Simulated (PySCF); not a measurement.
A structure optimised at PBE-D3(BJ)/def2-TZVP, used in a PySCF frequency run:

```xyz
7

Si    -1.0954     0.0063     0.0000
P      1.1706    -0.1200     0.0000
H     -1.5975    -0.7051     1.2155
H     -1.5975    -0.7051    -1.2155
H     -1.6321     1.4024     0.0000
H      1.3017     0.8600     1.0361
H      1.3017     0.8600    -1.0361
```
Charge 0, spin multiplicity 1.

Problem. Write its SMILES, formula and point group.

Solution. [SiH3]P, H₅PSi, Cs

Problem. What are its rotational constants (standard atomic weights)?

Solution. 50.772, 5.4877, 5.4680 GHz
